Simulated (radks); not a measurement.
Values are calculated unless marked as measured or tabulated.
The fluorine anion F-, [Ne], held by a Watson sphere: a shell of charge +1 at radius R that stands for the Madelung well of a crystal (potential energy -1/R inside, -1/r outside, in hartree with lengths in bohr). Level of theory: non-relativistic Kohn-Sham, LDA (Slater exchange, VWN5 correlation), spin-polarised, spherical densities, point nucleus (a radial shooting solver on a logarithmic mesh with Libxc functionals). Response by self-consistent Sternheimer equations with the Hartree and adiabatic LDA kernel. The sphere does not respond.

| R (bohr) | e(1s) (eV) | e(2s) (eV) | e(2p) (eV) | <r> 2p (bohr) | sum of <r^2> (bohr^2) | X-ray form factor at sin(theta)/lambda = 0.3 1/angstrom | alpha (bohr^3) |
|---|---|---|---|---|---|---|---|
| 1.69 | -653.99 | -28.313 | -10.236 | 1.192 | 14.27 | 5.144 | 6.516 |
| 2.42 | -652.84 | -25.968 | -8.131 | 1.248 | 15.79 | 5.060 | 9.627 |
| 2.52 | -652.66 | -25.708 | -7.884 | 1.254 | 15.96 | 5.056 | 10.08 |
| 2.64 | -652.45 | -25.412 | -7.600 | 1.260 | 16.15 | 5.052 | 10.64 |
| 3.26 | -651.40 | -24.121 | -6.336 | 1.285 | 16.95 | 5.041 | 13.53 |
